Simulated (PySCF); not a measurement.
**Spinor energies of Tm³⁵⁺ (thulium, charge +35)**

Start: [Ar] 3d10 4s2 4p4; 4p1/2 filled at m_j = -1/2, +1/2; 4p3/2 filled at m_j = +1/2, +3/2. Calculated with PySCF 2.14 in an uncontracted even-tempered set (17 s from 3.7 bohr⁻², ratio 2.8; 13 p from 4.8 bohr⁻², ratio 2.8; 8 d from 8.6 bohr⁻², ratio 2.8; 4 f from 23 bohr⁻², ratio 3): generalised Hartree-Fock with the X2C-1e Hamiltonian and a Gaussian nucleus; one run each with spin-orbit coupling (SO) switched off, then screened by Boettger's factors.

| spinor shell | electrons | ε, spin-free (eV) | ε, screened SO (eV) | weight of nominal j (screened SO) | rms radius, screened SO (bohr) |
| --- | --- | --- | --- | --- | --- |
| 1s1/2 | 2 | -61169.1 | -61152.6 | 1.000 | 0.0227 |
| 2s1/2 | 2 | -11667.3 | -11661.1 | 1.000 | 0.0917 |
| 2p1/2 | 2 | -10472.8 | -11168.5 | 1.000 | 0.0782 |
| 2p3/2 | 4 | -10472.8 | -10180.0 | 1.000 | 0.0851 |
| 3s1/2 | 2 | -3756.3 | -3753.3 | 1.000 | 0.233 |
| 3p1/2 | 2 | -3385.0 | -3539.1 | 1.000 | 0.224 |
| 3p3/2 | 4 | -3385.0 | -3317.5 | 1.000 | 0.237 |
| 3d3/2 | 4 | -2935.3 | -2961.9 | 1.000 | 0.210 |
| 4s1/2 | 2 | -1690.2 | -1689.2 | 1.000 | 0.493 |
| 4p1/2 | 2 | -1557.9 | -1601.7 | 0.998 | 0.490 |
| 4p3/2 | 2 | -1557.9 | -1537.8 | 0.999 | 0.512 |

Where does 3d5/2 lie, and what is the 3d spin-orbit splitting (screened SO)?

At -2913.7 eV, 48.207 eV above 3d3/2.

| quantity | spin-free | screened SO |
| --- | --- | --- |
| E (hartree) | -12852.72349 | -12866.16732 |
| M_J | 2 | 2 |
| ⟨J²⟩ | 6.001 | 6.004 |
| ⟨L²⟩ | 2.001 | 3.227 |
| ⟨S²⟩ | 2.000 | 1.456 |

Each row is a mean over spinors that exchange with the open shell spreads, by up to 16.037 eV (4s1/2).

Breit and QED terms are absent; they matter most for the inner s and p1/2 levels.

Densities and radii are taken from the X2C orbitals without a picture-change correction, which distorts them close to the nucleus.

Without spin-orbit coupling the j labels of p, d and f shells carry no meaning; the spin-free column gives the mean over the occupied spinors of each nl shell.
